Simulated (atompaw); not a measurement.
Before and after: PAW (atompaw) potential for sulfur

atompaw 4.2.0.5 input, output lines left out:

```
S 16
GGA-PBE loggrid 1500 logderivrange -4 5 226
3 3 0 0 0 0
3 1 3
0 0 0
c
c
v
c
v
2
1.60 1.60 1.25 1.30
y
-1.6
n
y
-0.9
n
y
-0.2
y
1.4
n
custom polynom2 7 10 vanderbiltortho sinc
3 0 troulliermartins
1.40
1.60
1.60
1.60
1.60
1.25
```

All-electron outer shells of the reference configuration (PBE, non-relativistic, ld1.x):

```tsv
shell	level (eV)	outermost node (bohr)	outermost maximum (bohr)
3s	-27.51	0.60	1.40
3p	-16.81	0.58	1.55
```

Change: all radii scaled by about 1.11 (s 1.56, p 1.78, d 1.78 bohr); local potential troulliermartins scheme with l = 3 at 0 Ry, radius 1.40 bohr; augmentation sinc compensation charge, radius 1.78 bohr; PAW radius 1.78 bohr; waves and projectors: custom polynom2 7 10 vanderbiltortho; core correction smooth core density matched at 1.44 bohr.

Cutoffs: the cutoffs (Ry, on a coarse ladder) from which the occupation-weighted sum of valence levels, in a spherical-Bessel basis at the reference potential, stays within 10 and 1 mRy of its value at 400 Ry; they do not see the model core or the augmentation charge, which bear on the density cutoff.

What does the change do?

The potential gets softer (18 Ry and 25 Ry → 15 Ry and 21 Ry); neither file shows a bound ghost. A larger radius leaves more room for a smooth pseudo-wave, so fewer plane waves are needed.

| quantity | base | changed |
| --- | --- | --- |
| cutoff, loose | 18 Ry | 15 Ry |
| cutoff, tight | 25 Ry | 21 Ry |
| loose cutoff by channel (10 mRy a level) | s 8 Ry, p 12 Ry | s 6 Ry, p 12 Ry |
| bound ghosts | none | none |
| lowest overlap eigenvalue by channel | s 0.03, p 0.66, d 1.00 | s 0.05, p 0.75, d 1.00 |

 The cutoffs see the waves, projectors and local potential, not the compensation charge or the core.
